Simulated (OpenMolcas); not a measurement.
# Fe4+: from CASSCF to CASPT2

* Program: OpenMolcas
* Basis: ANO-R1 [5s4p2d1f]
* Scalar Hamiltonian: X2C, finite nucleus
* Active space: 4 electrons in 5 orbitals (3d)
* State averaging: 2S+1 = 5 even, 5 roots; 2S+1 = 3 even, 45 roots; 2S+1 = 1 even, 50 roots
* Spin-orbit coupling: state interaction with AMFI integrals over the reference wave functions, term energies averaged over their components

Methods on the same reference wave functions:
A. CASSCF
B. SS-CASPT2, IPEA 0.25 Eh, imaginary shift 0.1 Eh (closed shells correlated: 3s 3p)
C. MS-CASPT2, IPEA 0.25 Eh, imaginary shift 0.1 Eh (closed shells correlated: 3s 3p)

Energies in cm⁻¹ above 3d⁴ ⁵D₀, the measured ground level; measured values from Corliss and Sugar, J. Phys. Chem. Ref. Data 11, 135 (1982).

```json
{"Level": "3d⁴ ⁵D₀", "A": "0.0", "B": "0.0", "C": "0.0", "Measured": "0.0"}
{"Level": "3d⁴ ⁵D₁", "A": "150", "B": "153", "C": "153", "Measured": "142"}
{"Level": "3d⁴ ⁵D₂", "A": "443", "B": "448", "C": "449", "Measured": "417"}
{"Level": "3d⁴ ⁵D₃", "A": "864", "B": "870", "C": "871", "Measured": "803"}
{"Level": "3d⁴ ⁵D₄", "A": "1397", "B": "1402", "C": "1403", "Measured": "1283"}
{"Level": "3d⁴ ³H₄", "A": "27183", "B": "26600", "C": "26600", "Measured": "24932"}
{"Level": "3d⁴ ³H₅", "A": "27500", "B": "26940", "C": "26940", "Measured": "25226"}
{"Level": "3d⁴ ³H₆", "A": "27848", "B": "27310", "C": "27310", "Measured": "25528"}
{"Level": "3d⁴ ³P₀(1)", "A": "29051", "B": "25090", "C": "25060", "Measured": "24055"}
{"Level": "3d⁴ ³P₁(1)", "A": "29939", "B": "26010", "C": "25990", "Measured": "24973"}
{"Level": "3d⁴ ³F₂(1)", "A": "31317", "B": "28230", "C": "28220", "Measured": "26761"}
{"Level": "3d⁴ ³F₃(1)", "A": "31394", "B": "28330", "C": "28330", "Measured": "26842"}
{"Level": "3d⁴ ³P₂(1)", "A": "31498", "B": "27560", "C": "27550", "Measured": "26468"}
{"Level": "3d⁴ ³F₄(1)", "A": "31552", "B": "28500", "C": "28500", "Measured": "26974"}
{"Level": "3d⁴ ³G₃", "A": "34295", "B": "31730", "C": "31730", "Measured": "29817"}
{"Level": "3d⁴ ³G₄", "A": "34669", "B": "32110", "C": "32120", "Measured": "30147"}
{"Level": "3d⁴ ³G₅", "A": "34960", "B": "32440", "C": "32440", "Measured": "30430"}
{"Level": "3d⁴ ¹I₆", "A": "40952", "B": "40280", "C": "40280", "Measured": "37512"}
{"Level": "3d⁴ ¹G₄(1)", "A": "43245", "B": "38900", "C": "38900", "Measured": "36586"}
{"Level": "3d⁴ ³D₃", "A": "44220", "B": "38890", "C": "38900", "Measured": "36630"}
{"Level": "3d⁴ ³D₂", "A": "44338", "B": "39020", "C": "39020", "Measured": "36758"}
{"Level": "3d⁴ ³D₁", "A": "44481", "B": "39160", "C": "39160", "Measured": "36925"}
{"Level": "3d⁴ ¹S₀(1)", "A": "50133", "B": "41420", "C": "41420", "Measured": "39633"}
{"Level": "3d⁴ ¹D₂(1)", "A": "53542", "B": "49540", "C": "49540", "Measured": "46291"}
```

Deviations, from unrounded energies. A percentage is the sum of absolute deviations over the sum of measured energies, with the sign that they share, or ± where signs differ.

```csv
Against measurement,Levels,A,B,C
mean absolute deviation (cm-1),23,4300,1600,1600
fine structure of the ground term (%),4,+7.9,+8.6,+8.7
other terms of the ground configuration (%),19,+16.8,+6.0,+6.0
```

B, C lie about equally close to measurement and A furthest from it. The largest miss of C in the table is 3d⁴ ¹D₂(1), by +3300 cm-1. The ranking rests on the paired levels alone, and a cruder setting can come out closer through cancelling errors.

Between B and C the level of the table that moves most is 3d⁴ ³P₀(1), by 27 cm-1 (lowest in C, highest in B). Moves below CASPT2's spread within the term are not significant.

The two smallest mean deviations differ by little beside CASPT2's spread within terms, so their order carries little weight.

From A to B the spin-free energies of the other terms of 3d⁴ shown, above ⁵D, scale by factors of 0.82 to 0.98.

The lowest spin-free term lies below A's lowest term by 0.245 hartree in B, 0.245 hartree in C.

CASPT2 does not keep the components of a term degenerate, so their means are used; among the terms shown or strongly mixed into the levels shown the widest spread is 950 cm-1 (3d⁴ ¹I, C). The basis is small and was not contracted for so high a charge. Without dynamic correlation excited terms often stand tens of per cent too high (terms of higher spin than the ground term too low), and those without a measured partner can miss by more than the paired ones (holds for A). Computed and measured levels are paired by configuration, term and J; levels that our copy of the source lacks, or whose pairing is in doubt (as where it misses far off the trend of its configuration), stay unpaired and out of the deviations. Only configurations of the active space appear. Levels that lie high or do not pair safely by name in every column are left out.

A number in round brackets counts repeated terms of one configuration in the order of the reference energies.
